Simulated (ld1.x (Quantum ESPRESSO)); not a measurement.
**silicon (Si): excitation energies, all-electron against TM**

```
Element                 : Si
Generator               : ld1.x (Quantum ESPRESSO) 7.5
Type                    : norm-conserving Troullier–Martins (Kleinman–Bylander form)
Functional              : LDA (PZ)
Relativity              : scalar-relativistic
Frozen core             : [Ne]
Valence charge          : 4
Reference configuration : 3s2 3p1 (charge +1)
Partial waves           : 3p (bound): rc 2.15 bohr; 3d channel at 0.35 Ry: rc 1.75 bohr; 3s (bound): rc 1.20 bohr
Local potential         : the s channel
Core correction         : none
```

Energies are relative to the spin-unpolarised reference configuration 3s2 3p1; without spin polarisation the order of configurations can differ from experiment. Spin-polarised rows fill each open shell by Hund’s rule, majority spin first.

```tsv
valence configuration	charge	ΔE all-electron (eV)	error AE − PS (meV)
3s2 3p2	0	-7.829	+8.4
3s2 3p0	+2	16.114	+26
3s2 3p2.3	-0.3	-8.786	+11
3s0 3p4	0	5.950	+49
3s1 3p3	0	-1.022	+13
3s2 3p1 (spin-polarised)	+1	-0.205	+19
3s2 3p2 (spin-polarised)	0	-8.441	+53
```

(1) What are ΔE and the potential's error for 3s2 3p1.5?

(2) What are ΔE and the potential's error for 3s1 3p0?

Levels in the configuration 3s2 3p2.3:

```csv
level,all-electron (eV),pseudo (eV)
3s,-8.781,-8.793
3p,-2.244,-2.251
```

Results:

(1) ΔE = -4.864 eV all-electron; the error (AE − PS) is +3.1 meV.

(2) ΔE = 50.259 eV all-electron; the error (AE − PS) is +198 meV.
